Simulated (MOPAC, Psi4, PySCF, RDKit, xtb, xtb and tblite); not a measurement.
Two geometries of C2H6OSi, SMILES C=C[SiH2]O, relaxed at GFN2-xTB with one dihedral held; other torsions can differ between them too.

Structure A

```
10

C      1.8764     0.0420    -0.2365
C      0.7429    -0.0799     0.4340
Si    -0.9719     0.0545    -0.3188
O     -1.7679    -1.2049     0.3410
H      2.8450    -0.0441     0.2336
H      1.8892     0.2401    -1.2965
H      0.7954    -0.2818     1.4974
H     -1.6258     1.3149     0.0552
H     -0.9448    -0.0700    -1.7781
H     -2.6909    -1.3632     0.1668
```

Structure B

```
10

C      2.4747    -1.9003    -1.6777
C      1.9538    -1.4777    -0.5368
Si     1.0237     0.1524    -0.3126
O     -0.5737    -0.0322    -0.5790
H      2.9809    -2.8497    -1.7756
H      2.4291    -1.3052    -2.5769
H      2.0437    -2.1242     0.3287
H      1.5740     1.1378    -1.2486
H      1.0353     0.5885     1.0763
H     -0.9114    -0.4151    -1.3839
```

Problem. Which is lower in energy at the level Psi4 with DF-MP2 (frozen core)/cc-pVTZ // GFN2-xTB, and by how much?

Solution. A is lower, by 0.36 kcal/mol (dihedral C1–C2–Si3–O4: 135° in A, 90° in B).

E(B) − E(A) in kcal/mol at the other levels, on the same two geometries: GFN2-xTB (xtb and tblite) 0.61; MMFF94 // GFN2-xTB (RDKit) -1.18; PBE0/def2-TZVP // GFN2-xTB (Psi4) 0.44; PBE0-D3(BJ)/def2-TZVP // GFN2-xTB (Psi4) 0.40; PBE/def2-TZVP // GFN2-xTB (Psi4) 0.28; PBE-D3(BJ)/def2-TZVP // GFN2-xTB (Psi4) 0.23; HF/cc-pVTZ // GFN2-xTB (Psi4) 0.69; UFF // GFN2-xTB (RDKit) 0.06; PM6, restricted, heats of formation // GFN2-xTB (MOPAC) -1.81; AM1, restricted, heats of formation // GFN2-xTB (MOPAC) -0.93; GFN1-xTB // GFN2-xTB (xtb) 1.01; restricted B3LYP/6-31G*, spherical d // GFN2-xTB (PySCF) 0.12; restricted Hartree-Fock/3-21G // GFN2-xTB (PySCF) -0.68; restricted MP2 (frozen core)/3-21G // GFN2-xTB (PySCF) -1.08; restricted B3LYP/6-311+G**, spherical d, density fitting // GFN2-xTB (PySCF) 0.32.
